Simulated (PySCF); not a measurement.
C₅H₉O, SMILES O=[C]CC(C)C, doublet (GFN2-xTB optimised geometry):

```
15

C      0.681     0.842     0.000
C      0.154     0.092    -1.220
C      0.670    -1.342    -1.241
C     -1.389     0.111    -1.209
C     -2.029    -0.377    -2.448
O     -1.608    -0.722    -3.507
H      1.768     0.842     0.000
H      0.339     1.875     0.000
H      0.339     0.365     0.917
H      0.493     0.602    -2.128
H      0.352    -1.875    -0.346
H      1.757    -1.353    -1.278
H      0.294    -1.872    -2.113
H     -1.755     1.130    -1.057
H     -1.768    -0.491    -0.378
```

Calculation: unrestricted CAM-B3LYP/def2-TZVP run with PySCF.

Question: What are the frontier orbital energies (α orbitals alone; a β orbital can be the lowest empty one) and the dipole moment?

Answer: HOMO-2 -11.09 eV, HOMO-1 -11.07 eV, HOMO -6.87 eV, LUMO 0.67 eV, LUMO+1 1.69 eV; dipole moment 2.83 D.

On the same geometry unrestricted PBE/def2-TZVP in PySCF gives HOMO-2 -8.26 eV, HOMO-1 -8.19 eV, HOMO -3.89 eV, LUMO -1.77 eV, LUMO+1 0.14 eV; dipole moment 2.69 D.

Meta-Löwdin charges at CAM-B3LYP/def2-TZVP: C1 -0.33, C2 -0.04, C3 -0.34, C4 -0.23, C5 0.22, O6 -0.31, H7 0.11, H8 0.11, H9 0.10, H10 0.10, H11 0.10, H12 0.11, H13 0.12, H14 0.14, H15 0.13.
